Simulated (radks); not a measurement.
Excited configurations of Co: one electron is placed in a higher orbital outside [Ar] 3d8. The ground configuration is [Ar] 3d7 4s2. Calculated with a radial shooting solver on a logarithmic mesh with Libxc functionals: scalar-relativistic Kohn-Sham, LDA (Slater exchange, Perdew-Wang correlation), spin-polarised, spherical densities, finite nucleus; open shells are filled with parallel spins first; Fermi nuclear charge, rms radius 3.7875 fm. Excitation = E - E(ground); binding = E(ion) - E, where the ion is the core of charge +1; n* = 1/sqrt(2 binding) in atomic units, and the quantum defect is n - n*.

\begin{tabular}{lrrrrr}
outer orbital & excitation (eV) & binding (eV) & n* & eigenvalue (eV) & <r> (bohr) \\ \hline
4p & 3.591 & 4.307 & 1.777 & -2.069 & 4.353 \\
4d & 6.264 & 1.634 & 2.886 & -0.780 & 9.928 \\
4f & 6.964 & 0.934 & 3.818 & -0.467 & 17.17 \\
5d & 6.895 & 1.003 & 3.684 & -0.585 & 19.13 \\
6s & 6.546 & 1.351 & 3.173 & -0.860 & 16.26 \\
6p & 6.837 & 1.060 & 3.582 & -0.669 & 20.04 \\
6d & 7.229 & 0.669 & 4.511 & -0.423 & 31.01 \\
7p & 7.209 & 0.689 & 4.445 & -0.454 & 31.94 \\
7f & 7.554 & 0.344 & 6.292 & -0.231 & 61.97 \\
\end{tabular}

The Delta-SCF ionisation energy is 7.898 eV (NIST Atomic Spectra Database: 7.881 eV, measured). Self-interaction in the functional shifts the binding energies and quantum defects, so they are the method's values and not measured ones. Open shells are spherical and high-spin; term and fine-structure splittings are not resolved.
